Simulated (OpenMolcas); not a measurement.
**Ionisation energies of scandium**

```yaml
Program: OpenMolcas
Basis: ANO-RCC-VDZP [5s4p2d1f]
Scalar_Hamiltonian: DKH2, point nucleus
Spin-orbit_coupling: RASSI with atomic mean-field integrals over the reference wave functions, term energies averaged over their components
```

Active shells in each charge state: the valence d shell, with orbitals averaged over the low states. Where CASPT2's correlated closed shells are named, they are those of the first ion.

A. CASSCF
B. SS-CASPT2, IPEA 0.25 Eh, imaginary shift 0.1 Eh (closed shells correlated: 3s 3p)
C. SS-CASPT2, IPEA 0 Eh, imaginary shift 0.1 Eh (closed shells correlated: 3s 3p)
D. SS-CASPT2, IPEA 0.25 Eh, imaginary shift 0.1 Eh (closed shells correlated: 2s 2p 3s 3p)
E. SS-CASPT2, IPEA 0.25 Eh, imaginary shift 0.1 Eh (closed shells correlated: none)

Energies in eV between the lowest computed levels, named as in B; reference values from the NIST Atomic Spectra Database with their kind.

```
          From            To       A       B       C       D       E  Spin-orbit share in B          Reference
Sc2+ 3d 2D 3/2  Sc3+ 3p6 1S0  23.692  24.216  24.278  24.219  23.692                 +0.015  24.757 (measured)
```

Error against the reference values, in %:

```csv
From,Reference,A,B,C,D,E
Sc2+,measured,-4.3,-2.2,-1.9,-2.2,-4.3
```

Absolute error against the one measured value: A 1.06 eV, B 0.54 eV, C 0.48 eV, D 0.54 eV, E 1.06 eV. C lies closest.

The lowest level within the active space need not be the ion's true ground level.
